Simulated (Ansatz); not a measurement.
Cartesian coordinates in Å:
```
N 0.0620 1.6519 1.0464
Sn -0.6615 0.2308 -0.1848
C 0.6648 -1.1989 -0.9612
S -0.3073 -2.0626 0.3726
H 0.8115 1.3029 1.6315
H -0.6462 2.0424 1.6555
H -2.1298 0.7098 -0.8704
H 1.7202 -1.0854 -0.7322
H 0.4863 -1.5909 -1.9574
```

Total charge 0; spin multiplicity 1. Sn takes the def2 core potential.

**Question.** List the PBE0/def2-TZVPP orbital energies in eV (Ansatz 0.2.0). (Best estimate.)

**Answer.** Computed: Occupied: -2421.73, -391.32, -279.13, -217.02, -160.87, -160.78, -160.66, -140.36, -95.06, -94.96, -94.93, -28.91, -28.82, -28.81, -28.73, -28.68, -23.51, -21.18, -16.71, -14.06, -13.60, -12.24, -10.84, -10.22, -9.10, -8.18, -6.63, -6.49. Lowest empty: -0.87, -0.44, 0.23, 1.12, 1.62, 1.90, 2.45, 3.15.
